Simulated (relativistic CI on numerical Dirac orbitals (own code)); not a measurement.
# Radial parameters of Sb XLVI

These numbers are calculated, not measured: Dirac-Coulomb-Breit CI, orbitals from a KLI potential per configuration, a model potential for QED, unscaled Slater integrals (own radial code, finite nucleus).

Slater integrals F^k, G^k are unscaled and averaged over j, outside the closed core 1s2; ζ comes from projecting the Hamiltonian with its Breit term on Σ l·s of the shell.

- 2s2 2p2: F^2(2p,2p) = 943050, ζ(2p) = 1.4826e+06 cm⁻¹; <r>(2p) = 0.1008, <r^2>(2p) = 0.01231 (bohr units).
- 2s 2p3: F^2(2p,2p) = 941860, G^1(2s,2p) = 997410, ζ(2p) = 1.4761e+06 cm⁻¹; <r>(2s) = 0.1167, <r^2>(2s) = 0.01602, <r>(2p) = 0.101, <r^2>(2p) = 0.01234 (bohr units).
- 2p4: F^2(2p,2p) = 939980, ζ(2p) = 1.4698e+06 cm⁻¹; <r>(2p) = 0.1011, <r^2>(2p) = 0.01239 (bohr units).

Averages of the first 10 configurations, taken without configuration mixing, which lowers the lowest level and can move excited configurations by several eV; other configurations of the list can lie among them:

```csv
Configuration,Parity,States,Average energy above the lowest level (eV)
2s2 2p2,even,15,363.1
2s 2p3,odd,40,726.7
2p4,even,15,1130.9
2p3 3s,odd,40,5336.7
2p3 3p,even,120,5443.1
2p3 3d,odd,200,5536.4
2s2 2p 3s,odd,12,4622.3
2s2 2p 3p,even,36,4735.2
2s2 2p 3d,odd,60,4828.8
2s 2p2 3s,even,60,4959.0
```
